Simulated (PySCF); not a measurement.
Two species compared at the same levels of theory.

First species: N,N-dimethyl-1,3-propanediamine, C5H14N2.
SMILES: `N(C)(C)CCCN`

Second species: C6H12O3Si.
Geometry (GFN2-xTB, Å), atoms numbered from 1 in this order:
```
atom  x, y, z in Å
C1     3.2049    1.0067   -0.6806
O2     2.1182    0.4440    0.0068
C3     1.6509   -0.7481   -0.5794
C4     0.4925   -1.2917    0.2449
C5    -0.6109   -0.2548    0.4082
O6    -1.7261   -0.8988    1.0407
C7    -2.8464   -0.0613    1.0841
C8    -3.0496    0.6324   -0.2542
O9    -4.0655    1.1939   -0.5748
Si10  -1.3734    0.4693   -1.1930
H11    4.0583    0.3174   -0.7096
H12    2.9322    1.2689   -1.7109
H13    3.4853    1.9070   -0.1379
H14    1.3173   -0.5469   -1.6112
H15    2.4635   -1.4907   -0.6225
H16    0.8556   -1.5873    1.2302
H17    0.0823   -2.1737   -0.2471
H18   -0.2409    0.5443    1.0691
H19   -3.7077   -0.6730    1.3595
H20   -2.7221    0.7332    1.8408
H21   -0.8423    1.7571   -1.6214
H22   -1.4864   -0.5284   -2.2558
```

Levels: PBE0/pcSseg-1 for HOMO energy, LUMO energy and HOMO–LUMO gap. Geometries: GFN2-xTB. All species are isolated and taken at one optimised geometry, non-relativistic unless stated; the electronic structure was computed with PySCF and density fitting.

The conformers computed, where there is a choice (atom-mapped SMILES and torsion angles):
- `[CH3:1][N:2]([CH3:3])[CH2:4][CH2:5][CH2:6][NH2:7]`: C1–N2–C4–C5 70°, N2–C4–C5–C6 168°, C4–C5–C6–N7 173°, H–N7–C6–C5 61°, H–N7–C6–C5 180°

The conformers of `COCC[C@@H]1OCC(=O)[SiH2]1` aren't listed.

Values for the first species:

```
HOMO energy   : -6.09 eV
LUMO energy   : 1.53 eV
HOMO–LUMO gap : 7.62 eV
```

Q: Estimate the same properties for the second species, and the change in each.

A: 
| property | first | second | second less first |
| --- | --- | --- | --- |
| HOMO energy | -6.09 eV | -6.42 eV | -0.33 eV |
| LUMO energy | 1.53 eV | -1.29 eV | -2.82 eV |
| HOMO–LUMO gap | 7.62 eV | 5.13 eV | -2.49 eV |

